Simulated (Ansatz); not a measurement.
Calculated with Ansatz (gas phase, PBE0-D4/def2-TZVP geometries, no zero-point term in ΔE). CBS: MP2 limit from def2 TZ/QZ plus the TZ coupled-cluster correction, frozen cores. DFT in def2-TZVPP. Each species was taken in one conformer, which may not be the lowest.

Consider the isomerisation: `CO[SiH](O)[SiH](O)O` → `C[SiH](O)O[SiH](O)O`.

`CO[SiH](O)[SiH](O)O`:

Cartesian coordinates in Å:
```
C -0.565 -1.536 -1.833
O -1.285 -0.905 -0.797
Si -0.615 -0.524 0.655
O -1.824 -0.140 1.697
Si 0.728 1.396 0.534
O 1.619 1.661 1.899
O 1.763 1.067 -0.703
H 0.206 -0.875 -2.242
H -1.267 -1.792 -2.628
H -0.083 -2.457 -1.483
H 0.145 -1.726 1.122
H -2.487 -0.810 1.876
H -0.058 2.640 0.265
H 1.271 2.294 2.528
H 2.452 1.708 -0.890
```

`C[SiH](O)O[SiH](O)O`:

```xyz
15

C     2.087    1.034    1.350
Si    0.481    1.004    0.440
O     0.735    1.535   -1.089
O    -0.102   -0.542    0.392
Si   -1.057   -1.409   -0.582
O    -1.246   -0.528   -1.956
O    -2.565   -1.643    0.003
H     2.489    2.050    1.381
H     2.821    0.392    0.857
H     1.956    0.688    2.378
H    -0.548    1.829    1.126
H     0.089    1.232   -1.735
H    -0.403   -2.710   -0.832
H    -2.050   -0.673   -2.458
H    -2.687   -2.260    0.725
```

CCSD(T)/CBS gives -283.2 kJ/mol.

Another level gave -265.0 kJ/mol. Which?
A. ωB97X-V/def2-TZVPP
B. PBE0-D4/def2-TZVPP
C. CCSD(T)/def2-TZVPP
D. SCS-MP2/def2-TZVPP

B. PBE0-D4 -265.0, SCS-MP2/def2-TZVPP -286.0, ωB97X-V -271.4, CCSD(T)/def2-TZVPP -281.8 kJ/mol.

Largest T1 diagnostic among the species: 0.012.

From PBE to PBE0 (25 % exact exchange), in def2-TZVPP and without D4, ΔE moves by −14.2 kJ/mol.
